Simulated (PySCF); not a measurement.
**Simulated absorption spectrum**

Compound: C6H3Cl3.
InChI=1S/C6H3Cl3/c1-2-3-4-5-6(7,8)9/h1H3

Level of theory: TDDFT PBE0/def2-SVPD, vertical, gas phase, core orbitals frozen in the response (PySCF). Geometry: GFN2-xTB; no solvent, vibrations or thermal averaging.

Computed states:

```tsv
state	E (eV)	f
S1	4.25	0.0000
S2	4.41	0.0029
S3	4.41	0.0029
S4	5.58	0.0003
S5	5.58	0.0003
S6	5.89	0.0057
S7	5.89	0.0057
```

Each state is given a Gaussian of 0.3 eV full width at half maximum, with ε(max) = 2.175×10⁸ f / Δν̃ (Δν̃ the width in cm⁻¹). The cross-section is σ = 3.8235×10⁻²¹ ε cm², given in Mb (10⁻¹⁸ cm²). The width is an assumption, not a result. The curve ends short of the highest state used, and states not computed would add to its high-energy end.

Task: What does the envelope look like, and where are its maxima?

Result: 
λ (nm), σ (Mb) and a bar:
```
    234.3       0.01 
    236.9       0.00 
    239.5       0.00 
    242.2       0.00 
    244.8       0.00 
    247.5       0.00 
    250.1       0.00 
    252.7       0.00 
    255.4       0.00 
    258.0       0.02 
    260.6       0.05 #
    263.3       0.13 ##
    265.9       0.28 ####
    268.6       0.55 ########
    271.2       0.90 ##############
    273.8       1.30 ####################
    276.5       1.68 ##########################
    279.1       1.93 #############################
    281.7       1.98 ##############################
    284.4       1.83 ############################
    287.0       1.53 #######################
    289.6       1.18 ##################
    292.3       0.82 ############
    294.9       0.53 ########
    297.6       0.31 #####
    300.2       0.17 ###
    302.8       0.09 #
    305.5       0.04 #
    308.1       0.02 
    310.7       0.01 
    313.4       0.00 
    316.0       0.00 
    318.6       0.00 
    321.3       0.00 
    323.9       0.00 
    326.6       0.00
```

Maxima: 281 nm (4.41 eV), ε about 520, made up of S2 (50%) and S3 (50%) (ε in L mol⁻¹ cm⁻¹; maxima over ε = 5, shares over 10%). At its high-energy end, 5.29 eV, the curve is still rising (ε about 3.5, from S4 and S5).

Task: Coming from long wavelengths, where does ε first pass 100 L mol⁻¹ cm⁻¹?

Result: At about 297 nm (4.18 eV), 0.07 eV below S1.

Task: What would ε be at 4.41 eV, the highest of these maxima, with half the width (0.15 eV)?

Result: About 1040 L mol⁻¹ cm⁻¹ against 519, a factor of about 2.00; a lone state at its own centre would give exactly 2.

Task: On this curve, what absorbance would a 10⁻³ mol/L sample give at 308 nm over a 1 cm path?

Result: 308 nm is 4.025 eV, where ε is about 5.3 L mol⁻¹ cm⁻¹, so A = ε c l ≈ 0.0053 (Beer–Lambert, with the gas-phase spectrum and the assumed width).
